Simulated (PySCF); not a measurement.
A ladder of Hamiltonians for Ir⁷¹⁺ (iridium, charge +71)

Occupied: 1s1/2, 2s1/2, 2p1/2. Hartree-Fock calculated with PySCF 2.14 in an even-tempered Gaussian basis (18 s from 19 bohr⁻², ratio 2.3; 15 p from 23 bohr⁻², ratio 2.3), Gaussian nucleus throughout. NR is non-relativistic, sf-X2C the spin-free one-electron X2C Hamiltonian, X2C adds the bare one-electron spin-orbit term, X2C-SNSO screens it by Boettger's factors, DC is four-component Dirac-Coulomb, and the Gaunt and Breit terms are added at first order (total energies over the DC spinors, levels after relaxing the spinors in that mean field). QED terms are absent. Levels marked empty are virtual spinors of this ion.

| Hamiltonian | E (hartree) | E − E(DC) (hartree) | CPU seconds |
| --- | --- | --- | --- |
| X2C | -9508.6137 | 2.3147 | 0.34 |
| X2C-SNSO | -9505.6330 | 5.2954 | 0.33 |
| DC | -9510.9284 | 0.0000 | 12 |
| DC+Gaunt | -9499.0212 | 11.9072 | 25 |
| DC+Breit | -9499.6250 | 11.3035 | 70 |

```json
{"level (eV)": "1s1/2", "X2C": "-84582.2", "X2C-SNSO": "-84585.1", "DC": "-84661.6", "DC+Gaunt": "-84423.5", "DC+Breit": "-84431.2"}
{"level (eV)": "2s1/2", "X2C": "-20539.4", "X2C-SNSO": "-20540.2", "DC": "-20551.3", "DC+Gaunt": "-20526.0", "DC+Breit": "-20528.3"}
{"level (eV)": "2p1/2", "X2C": "-20288.4", "X2C-SNSO": "-20248.3", "DC": "-20260.6", "DC+Gaunt": "-20208.6", "DC+Breit": "-20214.2"}
{"level (eV)": "2p3/2 (empty)", "X2C": "-18125.9", "X2C-SNSO": "-18138.7", "DC": "-18141.0", "DC+Gaunt": "-18117.0", "DC+Breit": "-18122.6"}
{"level (eV)": "3s1/2 (empty)", "X2C": "-8590.5", "X2C-SNSO": "-8590.7", "DC": "-8593.5", "DC+Gaunt": "-8586.5", "DC+Breit": "-8587.5"}
```

Weight of the small component: 1s1/2 0.0853, 2s1/2 0.0206, 2p1/2 0.0206, 2p3/2 0.0185, 3s1/2 0.00852.

Koopmans' value for the highest occupied level at DC+Breit: 20214.2 eV, against an ionisation energy of 20210 ± 60 eV (theoretical estimate listed by NIST; NIST Atomic Spectra Database, ionization energies); the former lacks relaxation, correlation, QED and recoil.

The whole ladder took 110 s of wall time on 1 thread of Neoverse-V1 (shared host), launched as `OMP_NUM_THREADS=1 python relrun2.py TASK.json OUT` (a driver that calls PySCF for each Hamiltonian).

Dirac-Coulomb iterations, started from the X2C spinors:

```
with_ssss True, with_gaunt False, with_breit False
light speed = 137.03599967994
init E= -9413.72975151686
cycle= 1 E= -9510.92750508278  delta_E= -97.2  |g|= 3.42  |ddm|= 0.126
cycle= 2 E= -9510.92842002327  delta_E= -0.000915  |g|= 0.0129  |ddm|= 0.00188
cycle= 3 E= -9510.92842007658  delta_E= -5.33e-08  |g|= 0.000114  |ddm|= 2.97e-05
```
